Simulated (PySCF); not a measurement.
The numbers are results of B3LYP-D3(BJ)/def2-TZVP // B3LYP-D3(BJ)/def2-SVP (PySCF), not measurements. Gas-phase values, no solvent. One relaxed conformer stands for a flexible species; it need not be the lowest. B3LYP has the VWN-RPA correlation part, as in Gaussian. Delta-SCF ions had no search for a lower state. 

Reference species (SMILES): `c1c2cccnc2c(B)c(F)c1` (neutral, multiplicity 1).

| Quantity | Value |
|---|---|
| vertical ionisation energy (Delta-SCF) | 8.78 eV |
| HOMO | -7.00 eV |

Changed species: `Bc1c(F)cnc2ccccc12`.

Problem. Give the shifts of the vertical ionisation energy (Delta-SCF) and HOMO.

Solution. the vertical ionisation energy (Delta-SCF) decreases by 0.11 eV, to 8.67 eV; the HOMO goes up by 0.13 eV, to -6.87 eV.
